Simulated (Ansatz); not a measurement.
## Relaxing a trial structure of GeH2OSn+

The starting geometry of this gas-phase doublet was optimised with GFN2-xTB.

```xyz
5

Ge   -0.1340    0.1694   -1.5383
O    -1.0769    1.4138   -0.5016
Sn   -1.5175   -0.6451    0.6632
H     0.6923   -0.6979    0.1230
H    -0.9906    2.3684   -0.5974
```

Q: Where would you expect an optimisation with PBE0-D3(BJ)/def2-SVP to take it?

A: New bonds form, giving a structure with H4 bridging Ge1 and Sn3, given below by its coordinates. Contacts that close: Ge1–H4 (2.05 → 1.75 Å), O2–Sn3 (2.41 → 2.22 Å), Sn3–H4 (2.28 → 2.01 Å).

The energy falls by 0.62 eV over 10 steps:

```tsv
step	E − E(last) (eV)
1	0.619
2	0.245
3	0.105
4	0.102
5	0.042
6	0.005
7	0.000
8	0.000
9	0.000
10	0.000
```

Final geometry (Å):

```xyz
5

Ge    0.1195    0.2098   -1.5656
O    -0.7557    1.3944   -0.3167
Sn   -1.4456   -0.4243    0.7627
H     0.3459   -0.7100   -0.0987
H    -1.2907    2.1387   -0.6327
```

Frequencies at the end are all real (lowest 149 cm⁻¹). Open shells are spin-unrestricted. Atoms past krypton carry core potentials, without spin–orbit terms. Run with Ansatz 0.2.0, 69 s on 1 thread of Intel(R) Xeon(R) Processor @ 2.70GHz (shared host).
